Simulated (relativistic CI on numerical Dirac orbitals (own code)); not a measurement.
**Calculated levels, Ga29+**

Method of calculation: Dirac-Coulomb-Breit CI, orbitals from a KLI potential per configuration, model QED (radiative potential, 1s self-energy scaled to tabulated hydrogen-like ionisation energies), unscaled Slater integrals (own radial code, finite nucleus).

Configuration list: 1s², 1s2s, 1s2p, 1s3s, 1s3p, 1s3d, 1s4s, 1s4p, 1s4d, 1s4f, 1s5s, 1s5p, 1s5d, 1s5f, 1s5g, 1s6s, 1s6p, 1s6d. Levels of other configurations are missing.

| No. | Configuration | Term | J | E (eV) | % | Next component (%) | Landé g |
| --- | --- | --- | --- | --- | --- | --- | --- |
| 1 | 1s² | ¹S | 0 | 0.0 | 100 |  |  |
| 2 | 1s2s | ³S | 1 | 9534.1 | 100 |  | 1.981 |
| 3 | 1s2p | ³P° | 0 | 9570.4 | 100 |  |  |
| 4 | 1s2p | ³P° | 1 | 9573.0 | 85 | 15 ¹P° | 1.407 |
| 5 | 1s2s | ¹S | 0 | 9573.2 | 100 |  |  |
| 6 | 1s2p | ³P° | 2 | 9605.9 | 100 |  | 1.488 |
| 7 | 1s2p | ¹P° | 1 | 9627.1 | 85 | 15 ³P° | 1.073 |
| 8 | 1s3s | ³S | 1 | 11303.0 | 100 |  | 1.983 |
| 9 | 1s3p | ³P° | 0 | 11313.0 | 100 |  |  |
| 10 | 1s3s | ¹S | 0 | 11313.4 | 100 |  |  |
| 11 | 1s3p | ³P° | 1 | 11313.7 | 85 | 15 ¹P° | 1.406 |
| 12 | 1s3p | ³P° | 2 | 11323.6 | 100 |  | 1.490 |
| 13 | 1s3d | ³D | 2 | 11328.6 | 63 | 37 ¹D | 1.095 |
| 14 | 1s3d | ³D | 1 | 11328.8 | 100 |  | 0.504 |
| 15 | 1s3p | ¹P° | 1 | 11329.4 | 85 | 15 ³P° | 1.081 |
| 16 | 1s3d | ³D | 3 | 11332.2 | 100 |  | 1.326 |
| 17 | 1s3d | ¹D | 2 | 11332.6 | 63 | 37 ³D | 1.064 |
| 18 | 1s4s | ³S | 1 | 11915.9 | 100 |  | 1.984 |
| 19 | 1s4p | ³P° | 0 | 11920.0 | 100 |  |  |
| 20 | 1s4s | ¹S | 0 | 11920.2 | 100 |  |  |
| 21 | 1s4p | ³P° | 1 | 11920.3 | 84 | 16 ¹P° | 1.405 |
| 22 | 1s4p | ³P° | 2 | 11924.5 | 100 |  | 1.491 |
| 23 | 1s4d | ³D | 2 | 11926.6 | 65 | 35 ¹D | 1.098 |
| 24 | 1s4d | ³D | 1 | 11926.6 | 100 |  | 0.505 |
| 25 | 1s4p | ¹P° | 1 | 11926.9 | 84 | 16 ³P° | 1.084 |
| 26 | 1s4d | ³D | 3 | 11928.1 | 100 |  | 1.327 |
| 27 | 1s4f | ³F° | 3 | 11928.2 | 57 | 43 ¹F° | 1.040 |
| 28 | 1s4f | ³F° | 2 | 11928.2 | 100 |  | 0.670 |
| 29 | 1s4d | ¹D | 2 | 11928.3 | 65 | 35 ³D | 1.063 |
| 30 | 1s4f | ³F° | 4 | 11929.0 | 100 |  | 1.245 |
| 31 | 1s4f | ¹F° | 3 | 11929.0 | 57 | 43 ³F° | 1.039 |
| 32 | 1s5s | ³S | 1 | 12197.9 | 100 |  | 1.984 |
| 33 | 1s5p | ³P° | 0 | 12200.0 | 100 |  |  |
| 34 | 1s5s | ¹S | 0 | 12200.1 | 100 |  |  |
| 35 | 1s5p | ³P° | 1 | 12200.2 | 84 | 16 ¹P° | 1.405 |
| 36 | 1s5p | ³P° | 2 | 12202.3 | 100 |  | 1.492 |
| 37 | 1s5d | ³D | 2 | 12203.4 | 65 | 35 ¹D | 1.099 |
| 38 | 1s5d | ³D | 1 | 12203.4 | 100 |  | 0.506 |
| 39 | 1s5p | ¹P° | 1 | 12203.5 | 84 | 16 ³P° | 1.085 |
| 40 | 1s5d | ³D | 3 | 12204.1 | 100 |  | 1.328 |
| 41 | 1s5f | ³F° | 3 | 12204.2 | 57 | 43 ¹F° | 1.041 |
| 42 | 1s5f | ³F° | 2 | 12204.2 | 100 |  | 0.671 |
| 43 | 1s5d | ¹D | 2 | 12204.2 | 65 | 35 ³D | 1.063 |
| 44 | 1s5f | ³F° | 4 | 12204.6 | 100 |  | 1.245 |
| 45 | 1s5g | ³G | 4 | 12204.6 | 55 | 45 ¹G | 1.023 |
| 46 | 1s5g | ³G | 3 | 12204.6 | 100 |  | 0.753 |
| 47 | 1s5f | ¹F° | 3 | 12204.6 | 57 | 43 ³F° | 1.039 |
| 48 | 1s5g | ³G | 5 | 12204.8 | 100 |  | 1.196 |
| 49 | 1s5g | ¹G | 4 | 12204.8 | 55 | 45 ³G | 1.025 |
| 50 | 1s6s | ³S | 1 | 12350.5 | 100 |  | 1.985 |
| 51 | 1s6p | ³P° | 0 | 12351.7 | 100 |  |  |
| 52 | 1s6s | ¹S | 0 | 12351.8 | 100 |  |  |
| 53 | 1s6p | ³P° | 1 | 12351.8 | 84 | 16 ¹P° | 1.405 |
| 54 | 1s6p | ³P° | 2 | 12353.1 | 100 |  | 1.492 |
| 55 | 1s6d | ³D | 2 | 12353.7 | 65 | 35 ¹D | 1.100 |
| 56 | 1s6d | ³D | 1 | 12353.7 | 100 |  | 0.507 |
| 57 | 1s6p | ¹P° | 1 | 12353.8 | 84 | 16 ³P° | 1.086 |
| 58 | 1s6d | ³D | 3 | 12354.1 | 100 |  | 1.328 |
| 59 | 1s6d | ¹D | 2 | 12354.2 | 65 | 35 ³D | 1.063 |

Energies count from the lowest computed level; ° marks odd parity.

The mean weight of the leading LS term, summed over parents, in these 59 levels is 88 %, and that of the leading jj configuration (from the same eigenvectors) 99 %, so jj coupling describes them better and the LS labels are nominal.

At this charge energies of transitions that change n are usually good to better than 1 %, and those within a shell (Δn = 0) to a few per cent.

LS names give the leading component of a level, which can be under half, so a name can repeat, a term be missing and a line seem to break the LS rules.
